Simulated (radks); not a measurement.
The numbers below are computed, except where a source is named.
Problem. Spherical quantum dot in the effective-mass picture: electrons in a hard-walled sphere of radius 12.9, with a point charge +1 (a donor) at the centre, all in effective atomic units (hartree* = m*/eps^2 hartree, bohr* = eps/m* bohr), one dielectric constant everywhere. Level of theory: non-relativistic Kohn-Sham, PBEsol, spin-polarised, spherical densities (a radial shooting solver with Libxc functionals). Levels are named by radial order and angular momentum (1s, 1p, 1d, 2s, ...), and open shells are averaged over m. At N = 1 the configuration is 1s(up 1, down 0). Does electron 2 go into 1p up or 1s down?

Solution. Into 1s down. The total energies of the other choices lie higher by 0.0761 hartree* (1p up).
